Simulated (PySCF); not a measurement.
# Correlation energy of Pb (lead, neutral)

[Xe] 4f14 5d10 6s1 6p2 6d1, one real determinant (an excited configuration). Calculation: PySCF 2.14, in aug-cc-pVTZ-PP with one added diffuse shell each of d, f type with ECP60MDF (6s5p5d3f, 67 functions); scalar relativity through the core potential. Frozen: 5s2 5p6 5d10; 4 electrons correlated.

```tsv
level	correlation energy (mhartree)
CCSD	-16.11
(T)	-0.77
CCSD(T)	-16.88
```

Diagnostics: T1 = 0.043, D1 = 0.1218, largest double amplitude 0.145.

The real determinant used has ⟨L²⟩ near 8 against 12 for a pure F term, so it mixes terms. Spin-orbit coupling is strong in this species (close to jj coupling), so the high-spin LS determinant is a model state, not a physical level. The outer electron is Rydberg-like, and this basis confines it to a smaller radius and binds it less than a complete one would. T1 exceeds 0.03, a sign that the reference determinant is poor.

Cost of the coupled-cluster step: of the order of 2.4 core-seconds, for 4 correlated electrons.

The reference is one real determinant that mixes LS terms of this configuration.

Spin-orbit coupling is strong in this species, so the high-spin LS determinant is a model state.
